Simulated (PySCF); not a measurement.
How methods differ on the ionisation energy of Mn⁺

Mn⁺ [Ar] 3d5 4s1 (7S) → Mn²⁺ [Ar] 3d5 (6S), as a difference of total energies. Calculation: PySCF 2.14, in ANO-RCC-VTZP; scalar relativity by spin-free X2C-1e. Correlated levels: valence and next inner shell: [Ne] frozen. The calculations carry no spin-orbit coupling.

```
                                method  ionisation energy (eV)
                                   UHF                  14.870
    MP2 (valence and next inner shell)                  15.628
SCS-MP2 (valence and next inner shell)                  15.352
   CCSD (valence and next inner shell)                  15.565
CCSD(T) (valence and next inner shell)                  15.609
```

**Question.** How much does correlation contribute at CCSD(T) (valence and next inner shell)?

**Answer.** 15.609 − (14.870) = 0.739 eV, measured against UHF.

Errors of the correlated levels include the incompleteness of this basis and the frozen core.

For comparison: 15.640 eV (measured; NIST Atomic Spectra Database, ionization energies).
